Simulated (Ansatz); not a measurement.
Ansatz (an electronic-structure program) input (r2SCAN0/def2-TZVPD):

Ansatz 0.2 input:
```yaml
crystal:
  periodic: [false, false, false]
  atoms:
    - {symbol: Si, position_ang: [0.02254107, 0.06363056, 0.04483840]}
    - {symbol: C, position_ang: [1.52079635, -1.03988890, 0.08653006]}
    - {symbol: C, position_ang: [-1.52243991, -0.78134480, -0.62193804]}
    - {symbol: O, position_ang: [-0.48552611, 0.46134625, 1.56847195]}
    - {symbol: O, position_ang: [0.45974667, 1.35755438, -0.87850926]}
    - {symbol: H, position_ang: [1.30622747, -1.96062869, 0.62966325]}
    - {symbol: H, position_ang: [2.35591777, -0.53501055, 0.57367097]}
    - {symbol: H, position_ang: [1.82459568, -1.29126883, -0.93147990]}
    - {symbol: H, position_ang: [-1.32847142, -1.04312411, -1.66554917]}
    - {symbol: H, position_ang: [-2.38840948, -0.12039727, -0.58448295]}
    - {symbol: H, position_ang: [-1.74960090, -1.68763349, -0.06174165]}
    - {symbol: H, position_ang: [-0.11973724, 2.12343250, -0.89507186]}
basis:
  gaussian:
    orbitals: def2-TZVPD
hamiltonian:
  xc: {name: r2SCAN0}
magnetization: {spin_polarized: true, initial_magnetization: 1}
output: {forces: true}
```

Output:

```
Functional definition: r2SCAN0
integrals: 0.21 GiB planned
1369 factors; their error is unknown
mean field: 2.38 GiB planned
mean field evaluation 1: about -14148.0352 eV, gradient 5.4e1 eV
mean field evaluation 2: about -14145.5938 eV, gradient 6.1e1 eV
mean field evaluation 4: about -14159.2165 eV, gradient 2.8e0 eV
mean field evaluation 8: about -14159.2670 eV, gradient 1.7e-1 eV
mean field evaluation 16: about -14159.2698 eV, gradient 2.6e-2 eV
mean field evaluation 32: about -14159.2700 eV, gradient 8.0e-5 eV
mean field -14159.27002771 eV, -520.3435760203 hartree, gradient 1.5e-5 eV, S^2 0.756235; 2 other end points of the search recorded, 0 dependent functions left out
the calculation of the forces begins
reference -14159.27004690 eV, -520.3435767256 hartree; 25, 24 occupied and 235, 236 virtual orbitals, 1369 factors
Total energy: -14159.27004690 eV, -520.3435767256 hartree
Atom 0 at     0.022541     0.063631     0.044838 Å, force    -0.021000    -0.131599    -0.411616 eV/Å
Atom 1 at     1.520796    -1.039889     0.086530 Å, force    -0.137518     0.135650     0.024385 eV/Å
Atom 2 at    -1.522440    -0.781345    -0.621938 Å, force     0.248151     0.142593     0.071817 eV/Å
Atom 3 at    -0.485526     0.461346     1.568472 Å, force     0.048969     0.049745    -0.021617 eV/Å
Atom 4 at     0.459747     1.357554    -0.878509 Å, force    -0.289699    -0.004197     0.281418 eV/Å
Atom 5 at     1.306227    -1.960629     0.629663 Å, force     0.029496     0.096626    -0.060158 eV/Å
Atom 6 at     2.355918    -0.535011     0.573671 Å, force    -0.071258    -0.059832    -0.053505 eV/Å
Atom 7 at     1.824596    -1.291269    -0.931480 Å, force    -0.029360     0.030587     0.117961 eV/Å
Atom 8 at    -1.328471    -1.043124    -1.665549 Å, force    -0.062162     0.014431     0.119179 eV/Å
Atom 9 at    -2.388409    -0.120397    -0.584483 Å, force     0.075252    -0.068024    -0.013895 eV/Å
Atom 10 at    -1.749601    -1.687633    -0.061742 Å, force     0.017332     0.085955    -0.064863 eV/Å
Atom 11 at    -0.119737     2.123432    -0.895072 Å, force     0.191797    -0.291935     0.010895 eV/Å
Dipole moment:    -0.096897    -0.102725    -0.284503 e Å
```

It need not be the lowest isomer of its formula.
